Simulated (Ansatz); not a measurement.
One change: `N[SiH2]S` becomes `N[SiH2][TeH]`.

Ansatz, PBE0-D4/def2-TZVP geometries, multiplicity 1. Each molecule was computed in one conformer, which needn't be the lowest.

Elements past krypton have def2 core potentials.

```csv
property,`N[SiH2]S`
HOMO–LUMO gap (PBE0/def2-TZVPP) / eV,7.47
HOMO–LUMO gap (B3LYP/def2-TZVPP) / eV,6.96
HOMO energy (B3LYP/def2-TZVPP) / eV,-6.95
LUMO energy (PBE/def2-TZVPP) / eV,-0.59
HOMO–LUMO gap (PBE/def2-TZVPP) / eV,5.34
LUMO energy (ωB97M-V/def2-TZVPP) / eV,1.90
```

Task: Give the same properties after the change, and the shifts. (Estimate.)

Result: Computed: 
```json
{"property": "HOMO–LUMO gap (PBE0/def2-TZVPP) / eV", "`N[SiH2][TeH]`": "5.96", "shift": "-1.51"}
{"property": "HOMO–LUMO gap (B3LYP/def2-TZVPP) / eV", "`N[SiH2][TeH]`": "5.49", "shift": "-1.47"}
{"property": "HOMO energy (B3LYP/def2-TZVPP) / eV", "`N[SiH2][TeH]`": "-6.13", "shift": "0.82"}
{"property": "LUMO energy (PBE/def2-TZVPP) / eV", "`N[SiH2][TeH]`": "-1.20", "shift": "-0.61"}
{"property": "HOMO–LUMO gap (PBE/def2-TZVPP) / eV", "`N[SiH2][TeH]`": "4.12", "shift": "-1.22"}
{"property": "LUMO energy (ωB97M-V/def2-TZVPP) / eV", "`N[SiH2][TeH]`": "1.41", "shift": "-0.49"}
```

With PBE0 the HOMO rises by 0.84 eV and the LUMO falls by 0.68 eV, so the gap narrows by about 1.52 eV. PBE moves the HOMO by 0.62 eV and ωB97M-V by 0.97 eV.

B3LYP here is the variant with VWN-RPA as its local correlation; programs differ in this.

Spin–orbit coupling is left out; it splits and shifts lone-pair levels of the heavy atoms by tenths of an eV.
